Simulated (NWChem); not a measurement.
System: CH$_{7}$GeN; SMILES C[NH][GeH3]

```xyz
10

Ge     0.0383     0.7505    -0.0025
N     -0.5860    -0.9732    -0.0703
C      0.3241    -2.0910     0.0145
H     -1.1855     1.6709    -0.1449
H      0.7906     1.1017     1.3081
H      1.0117     0.9287    -1.1816
H     -1.4381    -1.1214     0.4613
H     -0.1778    -3.0257    -0.2880
H      0.7684    -2.2649     1.0168
H      1.1626    -1.9465    -0.6869
```
Atoms are numbered in this order, from 1.

All runs: NWChem. Pople sets run with spherical d functions. Medium grid unless said otherwise, to which SCAN and Minnesota functionals are sensitive. The geometry was optimised at PBE0/def2-SVP. Total energies of different functionals are on different scales.

```tsv
level	energy (Ha)	highest occupied level (eV)	orbital gap (eV)	dipole (D)
B3LYP/6-31G*	-2173.8120	-6.04	6.70	0.88
PBE/6-31G*	-2173.3097	-4.87	4.94	0.91
M05-2X/6-31G*	-2173.6633	-7.76	9.53	0.93
M06-2X/6-31G*	-2173.7023	-7.71	9.23	0.90
M06-L/6-31G*	-2173.6891	-5.17	5.87	0.86
RPBE/6-31G*	-2173.6630	-4.86	4.97	0.90
r2SCAN0/6-31G*	-2173.6573	-6.52	7.70	0.89
LC-wPBE (HJS exchange hole, range parameter 0.4 per bohr)/6-31G*	-2173.4454	-9.09	12.12	0.90
M06/6-31G*	-2173.6594	-6.35	7.08	0.86
BHandHLYP/6-31G*	-2173.6761	(withheld)	(withheld)	0.88
Hartree-Fock/6-31G*	-2171.4422	-9.85	13.60	0.91
```

What belongs in the gaps?


- BHandHLYP/6-31G*, highest occupied level (eV): -7.65
- BHandHLYP/6-31G*, orbital gap (eV): 9.32
